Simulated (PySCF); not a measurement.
Pb(F)(Cl), SMILES [F][Pb][Cl] (ClFPb) (CAM-B3LYP/def2-SVP optimised geometry):

```
3

Pb    -0.856    -1.227     0.000
F      1.190    -1.227     0.000
Cl    -1.190     1.227     0.000
```

Computed with CAM-B3LYP/def2-TZVP, def2 effective core potentials past Kr run with PySCF.

Question: What are the frontier orbital energies and the dipole moment?

Answer: HOMO-2 -10.11 eV, HOMO-1 -10.05 eV, HOMO -9.74 eV, LUMO -2.18 eV, LUMO+1 -0.11 eV; dipole moment 4.96 D.
